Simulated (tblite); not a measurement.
Q: Write Cartesian coordinates for `CN(C)C#CC#CC#N` as optimised with GFN2-xTB.

A: 
```xyz
15
C7H6N2 angstrom
C     -2.1626    1.0036    0.0580
N     -1.3138   -0.0974    0.4467
C     -1.9189   -1.4080    0.4392
C     -0.0109    0.0151    0.3242
C      1.2015    0.1334    0.2940
C      2.5312    0.2585    0.2316
C      3.7462    0.3711    0.1725
C      5.0877    0.4974    0.1077
N      6.2353    0.6053    0.0519
H     -1.6138    1.9393    0.1460
H     -2.5172    0.8973   -0.9746
H     -3.0307    1.0372    0.7197
H     -2.7836   -1.4054    1.1064
H     -2.2543   -1.6938   -0.5654
H     -1.2005   -2.1455    0.7918
```

Any rigid rotation of these coordinates is as good. Atoms count from 1 in this order. The 4 C–C bonds span 1.218 Å (C4≡C5, drawn triple) to 1.349 Å (C7–C8, drawn single), a spread of 0.131 Å. The C–N distances run from 1.154 Å (C8≡N9, drawn triple) to 1.444 Å (N2–C3, drawn single), a spread of 0.290 Å. N2 (nitrogen bonded to 3 C) has angles 119.5°, 119.5° and 116.4°, sum 355.5°, 0.17 Å off the plane of its three neighbours. Of the pairs four or more bonds apart, H12···H13 is among the closest relative to their van der Waals radii: 2.49 Å, 104 % of the sum of Bondi's values.

Bonds between heavy atoms (Å): C1–N2 1.444, N2–C3 1.444, N2–C4 1.313, C4≡C5 1.218, C5–C6 1.337, C6≡C7 1.222, C7–C8 1.349, C8≡N9 1.154.

The geometry is computed with GFN2-xTB (gas phase).

Point group: Cs (every atom within 0.08 Å of its image). Its GFN2-xTB frequencies are all real (lowest 54 cm⁻¹).

The run took 0.25 s on one thread of an AMD EPYC 9R45, no GPU (shared host). This is the geometry optimisation.
